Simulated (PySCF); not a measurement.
Start geometry of (H3Sn)2NMe, CH9NSn2 from GFN2-xTB (Å):
```
atom  x, y, z in Å
Sn1   -0.0772   -0.8255    1.8042
H2    -0.9090   -2.2372    1.7435
H3    -1.1172    0.3218    2.6473
H4     1.5080   -0.8154    2.3636
N5    -0.0170   -0.2357   -0.1712
C6    -1.2691   -0.2234   -0.8779
Sn7    1.4446    0.9560   -0.9240
H8     1.0149    2.5850   -0.9192
H9     1.5427    0.4559   -2.4327
H10    2.7807    0.7083   -0.0071
H11   -1.0898   -0.3042   -1.9166
H12   -1.8565    0.6495   -0.6659
H13   -1.9242   -1.0871   -0.6219
```

Problem. What comes out of this run: PBE0-D3(BJ)/def2-SVP geometry optimisation, gas phase, def2 core potentials past Kr (PySCF)?

Solution. 
```
atom  x, y, z in Å
Sn1   -0.124   -0.774    1.803
H2    -0.869   -2.321    1.827
H3    -1.051    0.322    2.755
H4     1.497   -0.824    2.351
N5    -0.056   -0.201   -0.156
C6    -1.306   -0.228   -0.894
Sn7    1.439    0.963   -0.920
H8     1.017    2.633   -0.883
H9     1.652    0.467   -2.551
H10    2.827    0.668    0.038
H11   -1.128   -0.299   -1.984
H12   -1.957    0.657   -0.734
H13   -1.909   -1.117   -0.631
```

The energy falls by 8.7 kcal/mol over 7 energy and gradient evaluations, the largest force component goes from 0.0407 to 4.1e-04 Eh/bohr, and the atoms move by 0.087 Å rms after alignment. The bond that changes most is Sn7–H9 (ends: tin bonded to N and 3 H; hydrogen on tin), which lengthens by 0.125 Å. Bonds longer at the end by more than 0.005 Å: 9 of 12; shorter: 3. Among the angles that change most is H2–Sn1–H4, from 119.7° to 112.4°. Rotational constants go from 4548, 617.9, 555.4 to 4447, 619.1, 555.3 MHz. The orientation of the end geometry is arbitrary; only internal coordinates are fixed.

The run used 125 basis functions and 46 SCF cycles in all.

Whether it is a minimum is left open (no frequencies).
